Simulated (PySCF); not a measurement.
SbBr₂⁺, singlet: molecular constants

Computed with PBE0/[Sb def2-TZVP with ECP28, Br def2-TZVP], scalar-relativistic core potentials, density fitting, no spin–orbit coupling, PySCF.

The structure is a minimum.

Coordinates in bohr (charge 1 multiplicity 1):
```
Sb   -1.6299    0.0000    0.0000
Br    1.2475   -3.5221    0.0000
Br    1.2475    3.5221    0.0000
```

```json
{
 "Point group": "C2v",
 "Bond lengths": "Sb–Br 2.407 Å (×2)",
 "Bond angles": "Br–Sb–Br 101.5°",
 "Zero-point energy": "4.2 kJ/mol",
 "Entropy at 298.15 K and 1 bar": "323.0 J/(mol K)",
 "Highest occupied level": "-13.99 eV",
 "Enthalpy at 298.15 K above 0 K": "14.07 kJ/mol",
 "Heat capacity Cp at 298.15 K": "55.4 J/(mol K)",
 "Rotational constants": "0.1062, 0.03075, 0.02384 cm⁻¹",
 "Rotational symmetry number": "2",
 "Principal quadrupole moments (Buckingham, traceless) about the centre of mass": "-5.21, 0.74, 4.47 D Å",
 "Dipole moment about the centre of mass": "2.40 D",
 "Principal polarisabilities": "44.4, 66.4, 101.5 bohr³",
 "Lowest empty level": "-9.92 eV"
}
```

Harmonic modes (masses in u: Sb 120.904, Br 78.918):
```csv
symmetry,ω (cm⁻¹),IR (km/mol),μ (u)
a1,96,1.1,84.98
a1,299,12.3,90.23
b2,301,46.1,93.12
```

In C2v the vibrations span 2a1 + b2. Here b1 is antisymmetric to the molecular plane and b2 lies in it.

Charges (e):
```tsv
atom	Mulliken	Löwdin	polar tensor	Mayer order to Sb1
Sb1	1.03	0.50	1.40	–
Br2,3	-0.01	0.25	-0.20	1.43
```

Mulliken populations on Sb1 (electrons outside its core potential): s 3.86, p 7.84, d 10.22, f 0.05.

Counting electrons, antimony keeps 2 of its valence electrons outside its bonds, so the VSEPR class is AX2E1 and the expected shape is bent (C2v), as computed.

Other isomers or separated fragments may lie lower.

The final relaxation and frequency run took 39 s on 4 threads of a shared Arm Neoverse V2 host, with 146 basis functions and 10 gradients; the process peaked at 1.2 GiB. Launch command: `OMP_NUM_THREADS=4 python axn.py task.json out`.
